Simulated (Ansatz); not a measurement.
Mulliken charges of CH₅GeNO₂ (`[NH2][Ge]1([OH])[CH2][O]1`) from r2SCAN/def2-TZVPP in Ansatz (PBE0-D4/def2-TZVP geometry).

```
atom   x (Å)   y (Å)   z (Å)  charge (e)
  N1  -1.702  -0.712  -0.342      -0.432
 Ge2   0.012  -0.259  -0.031       0.669
  O3   0.899  -1.781  -0.008      -0.441
  C4   0.785   1.451   0.117       0.000
  O5   0.405   0.805   1.377      -0.450
  H6  -2.231  -0.098  -0.942       0.159
  H7  -1.823  -1.677  -0.615       0.164
  H8   1.665  -1.726   0.571       0.204
  H9   0.215   2.351  -0.113       0.066
 H10   1.859   1.595  -0.011       0.061
```

**Question.** By hand: the dipole of these point charges (1 e Å = 4.8032 D).

**Answer.** Σ q r = (-0.022, 0.167, -0.631) e Å, of length 0.653 e Å = 3.14 D.

**Question.** How does the dipole of the full density compare? (An estimate is asked.)

**Answer.** The calculation gave: (-0.046, -0.032, -0.505) e Å, 2.44 D; the point charges give 1.29 times that, at 19° from its direction.

Point charges leave out the atoms' own dipoles, such as those of lone pairs, and Mulliken's split depends on the basis, so the two needn't agree.
